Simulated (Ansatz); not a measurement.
CuN2H4⁺, that is Cu(NH2)2 with one electron fewer. Charge 1, multiplicity 3. Geometry r2SCAN-D4/def2-TZVP; atoms count from 1.

```xyz
7

Cu    0.000    0.000    0.000
N    -0.092   -1.722    0.586
H     0.288   -2.068    1.468
H    -0.531   -2.495    0.087
N     0.092    1.721   -0.587
H    -0.601    2.447   -0.403
H     0.844    2.116   -1.152
```

Problem. Estimate the Mulliken populations from the PBE0/def2-TZVP orbitals of Ansatz.

Solution. 
| atom | charge (e) | spin (α − β) | d electrons |
| --- | --- | --- | --- |
| Cu1 | 0.29 | 0.17 | 9.62 |
| N2 | -0.27 | 0.97 | – |
| H3 | 0.31 | -0.03 | – |
| H4 | 0.31 | -0.03 | – |
| N5 | -0.27 | 0.97 | – |
| H6 | 0.31 | -0.03 | – |
| H7 | 0.31 | -0.03 | – |
Mulliken values and Mayer orders depend strongly on the basis.

Problem. Where does the spin sit?

Solution. Summed by element: Cu 0.17, N 1.93, H -0.11, of 2 unpaired in all. Largest on single atoms: N2 0.97, N5 0.97, Cu1 0.17.

Problem. And the Mayer bond orders between bonded heavy atoms (over 0.3)?

Solution. Cu1–N2 0.88 (1.82 Å); Cu1–N5 0.88 (1.82 Å).
